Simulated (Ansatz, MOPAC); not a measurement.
Species: CH6GeN, charge 0, multiplicity 2. SMILES: C[N][GeH3]

Atoms: C1, N2, Ge3, H4, H5, H6, H7, H8, H9. Bonds: C1-N2, C1-H4, C1-H5, C1-H6, N2-Ge3, Ge3-H7, Ge3-H8, Ge3-H9.

Bond lengths (Å) and angles (degrees) optimised at AM1 with MOPAC; PM6 with MOPAC; PM7 with MOPAC; HF/3-21G with Ansatz (an electronic-structure program); HF/6-31G* with LANL2DZ past Ar with Ansatz; B3LYP/6-31G* with LANL2DZ past Ar with Ansatz, each started from the B3LYP-D3(BJ)/def2-TZVP structure (Ansatz) of the last column. A row stands for all coordinates that are equal there; 11 of 20 kinds are shown. 6-31G* holds six Cartesian d functions. No wavenumbers were computed at AM1, so these may be saddle points.

```tsv
coordinate	AM1	PM6	PM7	HF/3-21G	HF/6-31G* with LANL2DZ past Ar	B3LYP/6-31G* with LANL2DZ past Ar	B3LYP-D3(BJ)/def2-TZVP
C1-N2	1.390	1.433	1.409	1.471	1.442	1.439	1.432
C1-H4	1.126	1.102	1.102	1.087	1.089	1.103	1.100
C1-H5	1.130	1.114	1.116	1.085	1.090	1.106	1.103
C1-H6	1.130	1.114	1.116	1.085	1.084	1.099	1.094
N2-Ge3	1.889	1.839	1.864	1.845	1.867	1.879	1.874
Ge3-H7	1.550	1.527	1.518	1.537	1.529	1.544	1.535
Ge3-H8	1.548	1.523	1.506	1.550	1.540	1.556	1.547
Ge3-H9	1.550	1.527	1.518	1.536	1.534	1.548	1.542
C1-N2-Ge3	116.0	121.1	120.9	126.6	118.9	118.6	116.8
N2-C1-H4	117.2	119.4	118.3	115.6	113.6	116.8	114.5
N2-C1-H5	108.3	107.9	108.2	108.1	109.2	107.8	109.1
```

Mean signed difference of all 8 bond lengths from B3LYP-D3(BJ)/def2-TZVP: AM1 0.011 Å, PM6 -0.006 Å, PM7 -0.009 Å, HF/3-21G -0.004 Å, HF/6-31G* with LANL2DZ past Ar -0.006 Å, B3LYP/6-31G* with LANL2DZ past Ar 0.006 Å.
